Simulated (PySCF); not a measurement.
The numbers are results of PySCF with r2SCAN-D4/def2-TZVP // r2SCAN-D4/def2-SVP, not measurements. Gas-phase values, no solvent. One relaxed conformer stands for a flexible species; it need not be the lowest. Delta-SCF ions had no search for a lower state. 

Reference species (SMILES): `c1c2c(c(B)c(C#N)cc2)sc1` (neutral, multiplicity 1).

```
Quantity                                   Value
--------------------------------------  --------
vertical ionisation energy (Delta-SCF)   8.54 eV
HOMO–LUMO gap                            2.82 eV
S1 oscillator strength                     0.037
HOMO                                    -6.32 eV
```

Changed species: `Bc1cc(C#N)c2sccc2c1`.

**Question.** What does the change do to the vertical ionisation energy (Delta-SCF), HOMO–LUMO gap, S1 oscillator strength and HOMO?

**Answer.** the vertical ionisation energy (Delta-SCF) goes up by 0.04 eV, to 8.58 eV; the HOMO–LUMO gap rises by 0.41 eV, to 3.23 eV; the S1 oscillator strength stays essentially unchanged; the HOMO falls by 0.06 eV, to -6.38 eV.
